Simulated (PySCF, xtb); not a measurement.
Si(CCH)(F)(H)2 (C₂H₃FSi), SMILES C#C[SiH2]F.

Harmonic wavenumbers (cm⁻¹) from GFN2-xTB (xtb) at its own minimum, in rising order: 135, 210, 288, 508, 571, 660, 685, 687, 735, 762, 826, 2214, 2320, 2340, 3356.

What does PBE0-D3(BJ)/def2-SVP run with PySCF give at its own minimum? (Estimate from the structure and the level; the computed values follow.)

151, 225, 363, 647, 663, 739, 746, 767, 876, 937, 965, 2172, 2281, 2283, 3472. Paired by order, the mean absolute difference is 84 cm⁻¹ and the zero-point energies are 23.3 and 24.7 kcal/mol.
